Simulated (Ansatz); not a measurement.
Relaxation of GeH4O3 (8 atoms, charge 0, multiplicity 1), to a largest force component of 0.02 eV/Å in at most 40 steps.

Method: Ansatz, RKS BLYP/def2-SVP.

```xyz
8
Properties=species:S:1:pos:R:3:forces:R:3
Ge 0.000 0.000 0.000 0.15 0.18 1.05
H 0.000 0.000 1.550 -0.01 0.01 0.18
O 1.669 0.000 -0.589 0.91 -1.15 -0.53
H 1.986 -0.952 -0.706 -0.46 1.32 0.11
O -0.834 1.444 -0.589 -1.44 0.28 -0.63
H -1.792 1.214 -0.812 1.35 0.29 0.23
O -0.834 -1.444 -0.589 -1.11 -1.49 0.70
H -1.288 -1.910 0.183 0.60 0.57 -1.10
```

Question: Where does it end, and by what steps?

Answer: It converged. The force dipped under the threshold on the way, but the program's further checks kept it going. After 22 steps the energy has fallen by 0.282 eV; H6 moved furthest, 0.83 Å.

| step | energy less start (eV) | largest force component (eV/Å) | accepted |
| --- | --- | --- | --- |
| 0 | 0.0000 | 1.490 | yes |
| 1 | -0.1268 | 0.831 | yes |
| 2 | -0.1500 | 0.214 | yes |
| 3 | -0.1720 | 0.357 | yes |
| 4 | -0.1910 | 0.735 | yes |
| 5 | -0.2397 | 0.435 | yes |
| 6 | -0.2574 | 0.632 | yes |
| 7 | -0.2686 | 0.124 | yes |
| 8 | -0.2641 | 0.528 | no |
| 9 | -0.2752 | 0.053 | yes |
| 10 | -0.2784 | 0.059 | yes |
| 11 | -0.2782 | 0.242 | no |
| 12 | -0.2790 | 0.092 | yes |
| 13 | -0.2802 | 0.067 | yes |
| 14 | -0.2793 | 0.351 | no |
| 15 | -0.2808 | 0.033 | yes |
| 16 | -0.2811 | 0.097 | yes |
| 17 | -0.2813 | 0.084 | yes |
| 18 | -0.2809 | 0.108 | no |
| 19 | -0.2815 | 0.018 | yes |
| 20 | -0.2817 | 0.024 | yes |
| 21 | -0.2817 | 0.069 | yes |
| 22 | -0.2818 | 0.010 | yes |

```xyz
8
Properties=species:S:1:pos:R:3
Ge -0.026 -0.076 0.258
H 0.106 0.159 1.777
O 1.557 0.057 -0.575
H 1.680 -0.719 -1.160
O -1.174 1.188 -0.310
H -1.106 1.311 -1.278
O -0.586 -1.728 -0.213
H -1.544 -1.841 -0.053
```

Whether the end is a true minimum wasn't checked by a vibrational analysis.

Time of the run: 32 s on 2 threads of Arm Neoverse V2, on a shared host, peak memory 0.13 GiB.
